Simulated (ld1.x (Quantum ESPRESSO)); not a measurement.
# What one change does to a pseudopotential (H (Z = 1), RRKJ)

H, norm-conserving RRKJ (Kleinman–Bylander form), made with ld1.x (Quantum ESPRESSO) 7.5 (BP86, scalar-relativistic). Core none, reference 1s1. Waves: 2p channel at 0.5 Ry: rc 1.05 bohr; 1s (bound): rc 0.95 bohr. Local part: the s channel. Core correction: none.

Change: all radii scaled by about 1.33 (s 1.26, p 1.40 bohr).

Cutoffs: the cutoffs (Ry, on a coarse ladder) from which the occupation-weighted sum of valence levels, in a spherical-Bessel basis at the reference potential, stays within 10 and 1 mRy of its value at 400 Ry; they do not see the model core or the augmentation charge, which bear on the density cutoff. Errors are all-electron minus pseudo energies relative to the spin-unpolarised reference configuration.

**Question.** What does the change do?

**Answer.** The potential gets softer (30 Ry and 50 Ry → 21 Ry and 35 Ry); neither file shows a bound ghost. A larger radius leaves more room for a smooth pseudo-wave, so fewer plane waves are needed.

```
                         quantity   base  changed
                    cutoff, loose  30 Ry    21 Ry
                    cutoff, tight  50 Ry    35 Ry
                     bound ghosts   none     none
error for 1s0.5, meV [ΔE 4.83 eV]   -1.8     -0.5
```
